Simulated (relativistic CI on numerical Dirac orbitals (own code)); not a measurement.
## What each ingredient does to the levels of Er XXVII

Base calculation: Dirac-Coulomb-Breit CI, separate exchange-only KLI orbitals for each configuration, model QED (radiative potential, 1s self-energy scaled to tabulated hydrogen-like ionisation energies), unscaled Slater integrals.

CI space (outside the closed core [Ar] 3d10): 4s2 4p6 4d6, 4s2 4p5 4d7, 4s2 4p6 4d5 4f, 4s2 4p4 4d8, 4s 4p6 4d7, 4p6 4d8, 4s 4p6 4d6 4f, 4s2 4p6 4d5 5s, 4s 4p5 4d8, 4s2 4p6 4d5 5d, 4s2 4p6 4d4 5s2, 4s2 4p4 4d7 5s, 4s2 4p6 4d5 6s, 4s 4p6 4d6 5s, 4p6 4d7 5s, 4s 4p6 4d5 5s2. Levels of other configurations are missing.

Variants: (1) P86 correlation estimate; (2) QED terms removed; (3) non-relativistic limit. Shifts of the energy above 4s2 4p6 4d6 5D_4, in cm⁻¹, for the lowest level and the first level of each name with at least 55 % of one term (blank where a level changes its place among those of its configuration and J or its character, or is not in the variant):

```tsv
Level	Base	Δ(1)	Δ(2)	Δ(3)
4s2 4p6 4d6 5D_4	0	0	0	0
4s2 4p6 4d6 5D_3	63934	-1	-220	-63934
4s2 4p6 4d6 5D_1	74747	0	-220	-74747
4s2 4p6 4d6 3G_5	101495	-3	-198	
4s2 4p6 4d6 3H_6	103983	-4	-203	-47956
4s2 4p6 4d6 3H_5	184802	-4	-424	
4s2 4p6 4d6 1I_6	199214	-5	-422	-114821
4s2 4p6 4d6 3P_1	210229	+2	-387	
4s2 4p6 4d6 1G_4	218948	0	-401	-136710
4s2 4p5 4d7 5G°_6	1147857	+1257	+734	-97253
4s2 4p5 4d7 3D°_3	1170714	+1233	+710	
4s2 4p5 4d7 5G°_5	1231158	+1248	+513	
4s2 4p5 4d7 3H°_6	1254785	+1239	+515	-155686
```

At this charge energies of transitions that change n are usually good to better than 1 %, and those within a shell (Δn = 0) to a few per cent. Terms inside the open d or f shell come out 10 to 20 % too wide with unscaled integrals.

Ionisation energy from the two ground configurations alone: base 943.232 eV; P86 correlation estimate 945.225 eV. The NIST ASD value (theoretical) is 943 eV.

LS names give the leading component of a level, which can be under half, so a name can repeat, a term be missing and a line seem to break the LS rules.
